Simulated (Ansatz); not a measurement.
`Cc1ccc(C)cc1` → `Cc1cccc(C)c1`  (isomerisation)

Program: Ansatz. Geometries: PBE0-D4/def2-TZVP. ΔE: electronic, gas phase. CBS: MP2 limit from def2 TZ/QZ plus the TZ coupled-cluster correction, frozen cores. Functionals use def2-TZVPP.

Is it downhill or uphill in electronic energy at CCSD(T)/CBS, and by how much? (Estimate.)

The calculation gave: Nearly level: ΔE = -0.1 kcal/mol.

What do these levels give: LDA (SPW92), BLYP-D4, r2SCAN-D4, BHLYP-D4, HF/def2-TZVPP, CCSD/def2-TZVPP? (Estimate.)

Ansatz gave: LDA (SPW92) -0.2, BLYP-D4 -0.1, r2SCAN-D4 -0.2, BHLYP-D4 -0.2, HF/def2-TZVPP -0.2, CCSD/def2-TZVPP -0.2 kcal/mol.

Largest T1 diagnostic among the species: 0.010.

Leaving LDA and LC-ωPBE aside and taking each functional with its dispersion term where it has one, the values, not all of them listed here, spread over 0.1 kcal/mol, from B97M-V to revPBE-D4.
